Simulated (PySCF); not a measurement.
Compound: Ge(OH)2H2.
Bonds: Ge1–O2, Ge1–O4. Hydrogens: H6, H7 on Ge1; H3 on O2; H5 on O4.

Method: PBE0-D3(BJ)/def2-SVP geometry optimisation, gas phase in PySCF.

**Question.** What internal coordinates does the optimisation give?

**Answer.** 
```csv
bond,length (Å)
Ge1–O2,1.778
Ge1–O4,1.767
"Ge1–H6, Ge1–H7",1.541
"O2–H3, O4–H5",0.963
```

Bonds in one row agree within 0.01 Å and their mean is given. A selection of angles:
```csv
angle,degrees
O2–Ge1–O4,102.7
O2–Ge1–H6,111.2
O4–Ge1–H6,109.4
H6–Ge1–H7,112.3
Ge1–O2–H3,114.9
Ge1–O4–H5,110.5
```

Torsions: H3–O2–Ge1–O4 -179° (antiperiplanar); H5–O4–Ge1–O2 2° (synperiplanar).

Ge1 (germanium bonded to 2 O and 2 H) is distorted tetrahedral (angles from 102.7° to 112.3°).

No frequency check. The numbers are those of one conformer (O4–Ge1–O2–H -179°, O2–Ge1–O4–H 2°).

Hardware: Arm Neoverse V1, one thread (shared host). Cost: 9.6 s wall. These figures are those of the optimisation.
